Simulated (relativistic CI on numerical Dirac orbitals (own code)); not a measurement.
**Slater and spin-orbit integrals, I21+**

These numbers are calculated, not measured: Dirac-Coulomb-Breit CI, separate exchange-only KLI orbitals for each configuration, QED by a radiative potential, unscaled Slater integrals (own radial code, finite nucleus).

Slater integrals F^k, G^k are unscaled and averaged over j, outside the closed core [Ar] 3d10; ζ comes from projecting the Hamiltonian with its Breit term on Σ l·s of the shell.

- 4s²4p²: F^2(4p,4p) = 151610, ζ(4p) = 81602 cm⁻¹; <r>(4p) = 0.6824, <r^2>(4p) = 0.5254 (bohr units).
- 4s4p³: F^2(4p,4p) = 151600, G^1(4s,4p) = 198950, ζ(4p) = 81489 cm⁻¹; <r>(4s) = 0.6622, <r^2>(4s) = 0.4918, <r>(4p) = 0.6825, <r^2>(4p) = 0.5255 (bohr units).
- 4s²4p4d: ζ(4p) = 81850, F^2(4p,4d) = 146790, G^1(4p,4d) = 184650, G^3(4p,4d) = 117690, ζ(4d) = 9337.5 cm⁻¹; <r>(4p) = 0.6826, <r^2>(4p) = 0.5257, <r>(4d) = 0.703, <r^2>(4d) = 0.5637 (bohr units).

Averages of the first 10 configurations, taken without configuration mixing, which lowers the lowest level and can move excited configurations by several eV; other configurations of the list can lie among them:

```
Configuration  Parity  States  Average energy above the lowest level (eV)
       4s²4p²    even      15                                        22.4
        4s4p³     odd      40                                        83.9
      4s²4p4d     odd      60                                       115.1
          4p⁴    even      15                                       152.1
      4s4p²4d    even     300                                       173.7
      4s²4p4f    even      84                                       208.5
      4s4p²4f     odd     420                                       267.3
        4p³4d     odd     200                                       238.9
      4s4p4d²     odd     540                                       265.4
      4s²4d4f     odd     140                                       301.7
```
